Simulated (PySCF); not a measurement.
**Polarisability and C₆ of Cu⁻ (copper, charge -1)**

[Ar] 3d10 4s2, closed-shell 1S. Computed with PySCF 2.14 in aug-cc-pVTZ-PP with one added diffuse shell each of s, p, d, f, g type with ECP10MDF (7s7p6d4f3g, 113 functions), with scalar relativity through the core potential. Coupled (time-dependent) response in atomic units; α is the mean over directions.

| method | mean α (bohr³) | C₆ (like pair) | S(−4) |
| --- | --- | --- | --- |
| UHF | 495.2 | 9541 | 253300 |

S(−4) is the Cauchy moment in α(ω) = α(0) + S(−4) ω² + …

α(iu) at UHF:

| u (hartree) | α(iu) (bohr³) |
| --- | --- |
| 0 | 495.2 |
| 0.0500 | 250.6 |
| 0.100 | 119.2 |
| 0.200 | 44.32 |
| 0.300 | 23.78 |
| 0.500 | 10.99 |
| 0.750 | 6.146 |
| 1.00 | 4.138 |
| 1.50 | 2.405 |
| 2.00 | 1.639 |
| 3.00 | 0.9438 |
| 5.00 | 0.4521 |

For an ion, C₆ is the dispersion term alone; charge-induced terms of lower order in 1/R come first.

Energies and moments cover only the electrons outside the core potential.
